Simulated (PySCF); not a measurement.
**NMR data sheet: C2H8FNSi**

```yaml
Formula: C2H8FNSi
SMILES: CN[Si@H](C)F
InChI: InChI=1S/C2H8FNSi/c1-4-5(2)3/h4-5H,1-2H3/t5-/m1/s1
Point_group_of_the_computed_structure: C1
Degrees_of_unsaturation: 0
Carbon_signals: 2
Proton_signals: 4
```

Bonds (- single, = double, # triple, : aromatic): C1-N2 1.444 Å, N2-Si3 1.713 Å, Si3-C4 1.891 Å, Si3-F5 1.616 Å. C1 carries H6, H7, H8; N2 carries H9; Si3 carries H10; C4 carries H11, H12, H13. Stereochemistry as in CN[Si@H](C)F.

All values are calculated (PySCF 2.14): GFN2-xTB geometry, NMR shieldings at PBE0/pcSseg-1/GIAO. Single conformer, rapidly exchanging positions averaged, no solvent, relativity neglected.

δ = σ(ref) − σ, references computed at the same level: 1H (31.72 ppm), 13C (186.93 ppm), 29Si (349.16 ppm) vs TMS; CFCl3 for 19F (170.95 ppm); 15N (267.73 ppm) against NH3.

```tsv
carbon	δC, type	δH (multiplicity)	HMBC from (2–3 bonds)	span of the C tensor (ppm)
C1	28.9, CH3	2.71 (s)	H10	52
C4	-0.3, CH3	0.27 (m)	H10	21
```

Other nuclei:
```csv
atoms,nucleus,environment,δ (ppm),σ (ppm)
H10,1H,"hydrogen on a silicon bonded to C, F, N",5.39,26.33
H9,1H,"hydrogen on a nitrogen bonded to C, Si",0.43,31.29
F5,19F,fluorine bonded to Si,-187.6,358.5
Si3,29Si,"silicon bonded to C, F, N, H",0.6,348.5
N2,15N,"nitrogen bonded to C, Si, H",29.8,237.9
```

- Carbon types of the structure: 2 × CH3, leaving 2 H on heteroatoms.
- δC 28.9: methyl carbon bonded to N; pulled downfield by the heteroatom.
- δC -0.3: methyl carbon bonded to Si; an electropositive neighbour leaves it electron-rich and shielded.
- δH 2.71: hydrogen on a methyl carbon bonded to N; its carbon carries N, which withdraws density.
- δH 0.43: hydrogen on a nitrogen bonded to C, Si; labile proton, position sensitive to the medium.
- δH 0.27: hydrogen on a methyl carbon bonded to Si; an electropositive neighbour shields it, as in TMS itself.

OH and NH positions are those of a molecule without intermolecular hydrogen bonds; in solution they move with solvent, concentration and temperature, and exchange usually removes their couplings. Splittings by 19F in the carbon and heteronuclear signals aren't shown, as no couplings were computed. Shifts are as computed. Against solution values, carbons near 30 ppm lie about +3 ppm off and those near 130 ppm about +5 ppm (rms about the fit 2.1 ppm; single classes can miss by 10 ppm). Of 1328 compounds with measured shifts, 309 miss one by over three times the rms of a fit or turn the order of signals round; such compounds aren't used in these exercises. Signals without a measured value on file couldn't be tested in this way; 1H shifts scatter by 0.2 ppm about their fit, and single ones miss by 0.5 ppm. Unscaled 19F shifts against computed CFCl3 carry errors that often reach 10 to 50 ppm. Experimental scales use liquid or dissolved standards, which lie at an offset from isolated NH3 (liquid NH3: subtract about 20 ppm). No couplings were computed; multiplicities are counted from neighbouring protons, with m where these are inequivalent, close in shift, in a saturated or five-membered ring or joined by F or P, and br s for small geminal =CH2 splittings.
